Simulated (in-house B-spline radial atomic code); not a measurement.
Ne⁷⁺. Computed with a B-spline radial atomic code. Model: all-electron spherical atom, spin shells full or empty, radial basis limit, no spin-orbit coupling: exact exchange with a local potential (Slater, KLI or optimised effective potential, whose far tail is KLI's), no correlation.

Empty minority-spin level lies below the highest occupied level: each spin potential is zero at infinity, spin occupations fixed.

The run also made RPA and GW results, which its time includes.

The Slater potential averages the orbital exchange potentials with the orbital densities as weights, KLI adds orbital constants, and the optimised effective potential minimises the exact-exchange energy among local potentials. So their energies lie above Hartree-Fock in the order OEP, KLI, Slater. All fall off as −1/r, unlike LDA and GGA exchange.

Command:
```bash
python run_gw.py task.json out
```
Settings (lengths in bohr, energies in hartree):
```
Z                      10
electrons              3
configuration          [He] 2s1
hamiltonian            nr
method                 slater
lmax                   9
spin_polarised         True
box_radius             8.41
intervals              61
ion_configuration      1s2
```

Time taken, with all properties: 2.2 s on 1 thread of Arm Neoverse N1, on a shared host.

Given: hamiltonian non-relativistic; mean-field start Slater potential.

Computed: energy above Hartree-Fock 5.9484 millihartree; virial ratio -E/T less 1 -0.006508.

```
radius (bohr)  r times exchange potential up (hartree bohr)  r times exchange potential down (hartree bohr)
        0.005                                      -0.05036                                       -0.048239
      0.00588                                     -0.059187                                       -0.056696
      0.00691                                       -0.0695                                       -0.066577
      0.00813                                     -0.081675                                       -0.078245
      0.00956                                             ?                                               ?
       0.0112                                      -0.11213                                        -0.10744
       0.0132                                      -0.13178                                        -0.12629
       0.0155                                      -0.15418                                        -0.14778
       0.0183                                      -0.18111                                        -0.17364
       0.0215                                       -0.2114                                        -0.20275
       0.0253                                      -0.24659                                         -0.2366
       0.0297                                      -0.28622                                         -0.2748
        0.035                                      -0.33223                                         -0.3192
       0.0411                                      -0.38272                                        -0.36808
       0.0483                                       -0.4388                                        -0.42251
       0.0569                                      -0.50074                                        -0.48288
       0.0669                                      -0.56592                                        -0.54673
       0.0786                                      -0.63326                                        -0.61307
       0.0925                                      -0.70172                                        -0.68098
        0.109                                      -0.76855                                        -0.74781
        0.128                                      -0.82907                                        -0.80891
         0.15                                      -0.88119                                        -0.86247
        0.177                                      -0.92367                                        -0.90897
        0.208                                      -0.94623                                        -0.94389
        0.244                                      -0.93387                                        -0.96836
        0.287                                      -0.86055                                        -0.98423
        0.338                                      -0.74818                                         -0.9932
        0.398                                       -0.7025                                         -0.9975
        0.467                                      -0.74105                                        -0.99922
         0.55                                      -0.81209                                        -0.99981
        0.646                                      -0.87973                                        -0.99996
         0.76                                      -0.93305                                              -1
        0.894                                      -0.96814                                              -1
         1.05                                      -0.98731                                              -1
         1.24                                      -0.99611                                              -1
         1.45                                             ?                                               ?
         1.71                                      -0.99983                                              -1
```

(1) What belongs in the row 0.00956?

(2) What belongs in the row 1.45?

```tsv
occupied	level (hartree)	Hartree-Fock level (hartree)
1s up	-42.114	-42.266
1s down	-42.046	-42.09
2s up	-8.889	-8.7705
```

```
  empty  level (hartree)
2s down          -9.1214
2p down          -8.7385
  2p up          -8.4247
3s down          -3.8523
  3s up          -3.8069
3p down                ?
  3p up          -3.6811
3d down          -3.6045
  3d up          -3.5618
4s down                ?
  4s up           -2.104
```

(3) What belongs in the row 3p down?

(4) What belongs in the row 4s down?

Results:

(1) r times exchange potential up (hartree bohr): -0.0959; r times exchange potential down (hartree bohr): -0.091879.

(2) r times exchange potential up (hartree bohr): -0.99901; r times exchange potential down (hartree bohr): -1.

(3) level (hartree): -3.7305.

(4) level (hartree): -2.1211.

The highest level, 2s up, differs from Hartree-Fock by -3.2 eV and the deepest, 1s up, by +4.14 eV: the Slater potential lacks the response part and is deeper than the optimised one throughout, so the top level comes too deep.
